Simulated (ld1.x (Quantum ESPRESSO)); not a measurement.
**Before and after: TM potential for lead (Pb)**

```json
{
 "Element": "lead",
 "Generator": "ld1.x (Quantum ESPRESSO) 7.5",
 "Type": "norm-conserving Troullier–Martins (Kleinman–Bylander form)",
 "Functional": "PBE",
 "Relativity": "scalar-relativistic",
 "Frozen core": "[Xe] 4f14",
 "Valence charge": "14",
 "Reference configuration": "5d10 6s2 6p2",
 "Partial waves": "6s (bound): rc 1.50 bohr; 6p (bound): rc 2.75 bohr; 5d (bound): rc 1.60 bohr",
 "Local potential": "all-electron potential smoothed inside 1.70 bohr (lloc = -2)",
 "Core correction": "none"
}
```

Change: local potential all-electron potential smoothed inside 1.88 bohr (lloc = -2).

Cutoffs: the cutoffs (Ry, on a coarse ladder) from which the occupation-weighted sum of valence levels, in a spherical-Bessel basis at the reference potential, stays within 10 and 1 mRy of its value at 400 Ry; they do not see the model core or the augmentation charge, which bear on the density cutoff. Errors are all-electron minus pseudo energies relative to the spin-unpolarised reference configuration.

What does the change do?

The potential gets neither clearly harder nor softer (60 Ry and 160 Ry → 60 Ry and 160 Ry); the bound ghost in s disappears; of the 7 tests that both files solve, the error grows in 2 and shrinks in 3 by more than 15 % and 0.3 meV (median size 10.7 → 4.4 meV); the range in which the d phases agree narrows (upper end at the end of the scan → 0.8). In the separable form a ghost depends on how the local part lies against the semilocal potential of the channel, so the choice of the local part can create or remove one.

| quantity | base | changed |
| --- | --- | --- |
| cutoff, loose | 60 Ry | 60 Ry |
| cutoff, tight | 160 Ry | 160 Ry |
| bound ghosts | s | none |
| error for 5d10 6s2 6p1, meV [ΔE 6.58 eV] | +0.8 | -1.2 |
| error for 5d10 6s2 6p0, meV [ΔE 20.02 eV] | +11 | -4.4 |
| error for 5d10 6s1 6p0, meV [ΔE 52.43 eV] | +71 | +34 |
| error for 5d10 6s0 6p4, meV [ΔE 17.83 eV] | +33 | +28 |
| error for 5d10 6s1 6p3, meV [ΔE 8.74 eV] | +15 | +13 |
| error for 5d10 6s2 6p1.5, meV [ΔE 2.49 eV] | -0.2 | -0.6 |
| error for 5d10 6s2 6p2.3, meV [ΔE -0.80 eV] | +0.5 | +0.4 |
| s: phases at 3.00 bohr within 0.05 rad from the reference energy up to (Ry; the scan ends near 5) | -0.4 | 0.3 |
| p: phases at 3.00 bohr within 0.05 rad from the reference energy up to (Ry; the scan ends near 5) | 1.3 | 1.7 |
| d: phases at 3.00 bohr within 0.05 rad from the reference energy up to (Ry; the scan ends near 5) | to the end of the scan | 0.8 |

 A true bound ghost makes a file unfit for plane-wave use even where its test errors are small: the radial tests pick states by their node count and pass the ghost by.
